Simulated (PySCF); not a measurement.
C2H10N2Si2, SMILES CN[Si@@H]1NC[SiH2]1. Atoms are numbered in the order given.

```xyz
16

C      3.1617    -0.2068    -0.2634
N      1.7685    -0.5998    -0.3336
Si     0.4124     0.1987     0.3772
N     -0.8231    -0.8916     0.9477
C     -2.1485    -0.5115     0.4298
Si    -1.5431     0.9094    -0.7364
H      3.2949     0.5433     0.5319
H      3.5395     0.2436    -1.2016
H      3.8195    -1.0610    -0.0180
H      1.5797    -1.3308    -1.0136
H      1.0563     1.1380     1.3511
H     -0.7654    -1.6438     1.6297
H     -2.6571    -1.3383    -0.1007
H     -2.8408    -0.1452     1.2118
H     -2.1766     2.2376    -0.4731
H     -1.7174     0.5931    -2.1875
```
Charge 0, spin multiplicity 1.

Coordinates come from a B3LYP-D3(BJ)/def2-SVP optimisation. The structure was generated by enumeration; whether it is a known compound was not checked. Other conformers were not sampled.

These are PBE/pcSseg-1 (PySCF) values and carry that method's errors.

GIAO shieldings, no solvent; atoms listed in one row are averaged. δ = σ(ref) − σ: ¹³C against TMS (σ = 182.0 ppm); ¹⁵N against NH3 (σ = 267.0 ppm); ²⁹Si against TMS (σ = 335.4 ppm); ¹H against TMS (σ = 31.49 ppm), references at their B3LYP-D3(BJ)/def2-TZVP geometries, non-relativistic.

```tsv
nucleus	atoms	count	δ (ppm)
¹³C	C1	1	35.0
¹³C	C5	1	34.8
¹⁵N	N4	1	76.4
¹⁵N	N2	1	61.8
²⁹Si	Si3	1	-9.1
²⁹Si	Si6	1	-40.1
¹H	H11	1	5.93
¹H	H15	1	4.83
¹H	H16	1	4.67
¹H	H13, H14	2	3.30
¹H	H7, H8, H9	3	3.08
¹H	H12	1	1.54
¹H	H10	1	0.94
```
